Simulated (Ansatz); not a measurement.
Ansatz results at the PBE0-D4/def2-TZVP geometry: HOMO energy (B3LYP/def2-TZVPP) -7.03 eV; HOMO–LUMO gap (PBE/def2-TZVPP) 4.01 eV; HOMO–LUMO gap (PBE0/def2-TZVPP) 6.02 eV.

Each molecule was computed in one conformer, which needn't be the lowest.

(1) Which molecule gave them?
A. `N[SiH2][Al]([NH2])[F]`
B. `C=C(I)NC`
C. `C[CH]([GaH2])O[SiH2][GeH3]`
D. `O[SiH](F)N[SiH3]`

Results:

(1) C. The others give `C=C(I)NC`: -6.01, 3.42, 5.44; `N[SiH2][Al]([NH2])[F]`: -7.05, 4.38, 6.45; `O[SiH](F)N[SiH3]`: -7.71, 5.90, 8.13.

B3LYP here is the variant with VWN-RPA as its local correlation; programs differ in this.
